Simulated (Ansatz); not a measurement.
Species: CH3AlF, charge 0, doublet. CH3AlF (SMILES [CH3][Al][F], doublet).
B3LYP-D3(BJ)/def2-TZVP minimum from Ansatz (a quantum-chemistry and plane-wave program):
```
C
H 1 1.0896
H 1 1.0937 2 109.12
H 1 1.0937 2 109.12 3 117.96
Al 1 1.9765 2 112.88 3 -121.02
F 5 1.6675 1 115.82 2 180.00
```
Charge 0, spin multiplicity 2.

Total energies in hartree (Ansatz). Radicals and triplets start from unrestricted determinants; spin-orbit coupling is neglected. Cores are frozen in correlated methods. No relativity. Where a partner has so few electrons that a lower coupled-cluster level is exact, that level stands in. The spin of CH3AlF ([CH3][Al][F], doublet) was assumed, and the state is the lowest solution found for it.

```tsv
species	HF/cc-pV(T+d)Z	CCSD(T)/cc-pV(T+d)Z	HF/cc-pV(Q+d)Z	CCSD(T)/cc-pV(Q+d)Z	CCSD(T)/cc-pV(D+d)Z	CCSDT(Q)/cc-pV(D+d)Z
1: CH3AlF (SMILES [CH3][Al][F], doublet)	-381.08865	-381.61456	-381.10421	-381.66775	-381.44257	-381.44420
2: Al (doublet)	-241.87908	-241.93131	-241.88044	-241.93374	-241.92191	-241.92229
3: C (triplet)	-37.69157	-37.78076	-37.69331	-37.78654	-37.76038	-37.76071
4: H (doublet)	-0.49981	-0.49981	-0.49995	-0.49995	-0.49928	-0.49928
5: F (doublet)	-99.40552	-99.62036	-99.41377	-99.65026	-99.52757	-99.52776
```

**Question.** Work out the atomisation energy (electronic, to ground-state atoms) in kJ/mol: take Hartree-Fock from cc-pV(Q+d)Z, extrapolate the CCSD(T) correlation energy as X^-3 (X = 3, 4), and add CCSDT(Q) - CCSD(T) in cc-pV(D+d)Z. 1 hartree = 2625.5 kJ/mol.

**Answer.** 
Species 1: correlation (64·(-0.56354) - 27·(-0.52591))/37 = -0.59100; step -0.00163; E1 = -381.10421 + (-0.59100) + (-0.00163) = -381.69684
Species 2: correlation (64·(-0.05330) - 27·(-0.05223))/37 = -0.05408; step -0.00038; E2 = -241.88044 + (-0.05408) + (-0.00038) = -241.93490
Species 3: correlation (64·(-0.09323) - 27·(-0.08919))/37 = -0.09618; step -0.00033; E3 = -37.69331 + (-0.09618) + (-0.00033) = -37.78982
Species 4: correlation (64·(0.00000) - 27·(0.00000))/37 = 0.00000; step +0.00000; E4 = -0.49995 + (0.00000) + (+0.00000) = -0.49995
Species 5: correlation (64·(-0.23649) - 27·(-0.21484))/37 = -0.25229; step -0.00019; E5 = -99.41377 + (-0.25229) + (-0.00019) = -99.66625
-1·E1 +1·E2 +1·E3 +3·E4 +1·E5 = 0.80602 hartree = 2116.2 kJ/mol.
